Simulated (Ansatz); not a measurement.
`N[SiH]([SiH3])[InH2]` + HCl → `N[SiH](Cl)[InH2]` + SiH₄  (cleavage of the Si–Si bond)

Program: Ansatz. Geometries: PBE0-D4/def2-TZVP. ΔE: electronic, gas phase. CCSD(T)/CBS is the MP2 limit (def2-TZVPP, def2-QZVPP) plus CCSD(T) − MP2 in def2-TZVPP, frozen cores. This one scheme is used for every species. Functionals use def2-TZVPP. Elements past krypton have def2 core potentials. For In outer-core shells are correlated without core-valence functions, which leaves a few kJ/mol of doubt a bond. Each species was taken in one conformer, which may not be the lowest.

```tsv
level	ΔE (kJ/mol)
B2PLYP	-121.9
MP2/def2-QZVPP	-124.3
```

Q: What does CCSD(T)/CBS give? (Best estimate.)

A: The calculation gave: -115.8 kJ/mol. The listed levels differ from it by -6.1, -8.5 kJ/mol.

Largest T1 diagnostic among the species: 0.014.

From PBE to PBE0 (25 % exact exchange), in def2-TZVPP and without D4, ΔE moves by −5.3 kJ/mol. In def2-TZVPP, CCSD(T) changes the Hartree–Fock value by +24.1 kJ/mol (the triples alone add +2.3 kJ/mol) and MP2 by +14.8 kJ/mol. Leaving LDA and LC-ωPBE aside and taking each functional with its dispersion term where it has one, the values, not all of them listed here, spread over 22.7 kJ/mol, from ωB97M-V to PBE-D4.

CCSD(T)/CBS has its own doubt, a few kJ/mol and more with outer-core shells, so smaller differences from it don't rank the levels.
